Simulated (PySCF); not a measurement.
Vertical excitations of a molecule C₂H₃Cl₂FSi from TDA-PBE/def2-SVPD in PySCF, as energy in eV (oscillator strength): 5.39 (0.001), 5.83 (0.096), 5.90 (0.019), 5.94 (0.004), 6.10 (0.019), 6.65 (0.001), 6.70 (0.000), 6.80 (0.049), 7.03 (0.049), 7.10 (0.008). Lowest triplet (TDA): 3.86 eV. The structure is a stationary point at B3LYP-D3(BJ)/def2-SVP. Other conformers were not sampled.

**Question.** Which molecule gave these data?
A. F/C=C\[SiH](Cl)Cl
B. C=C[Si](F)(Cl)Cl
C. F/C(Cl)=C\[SiH2]Cl
D. C=C(Cl)[Si@@H](F)Cl

**Answer.** D, C=C(Cl)[Si@@H](F)Cl
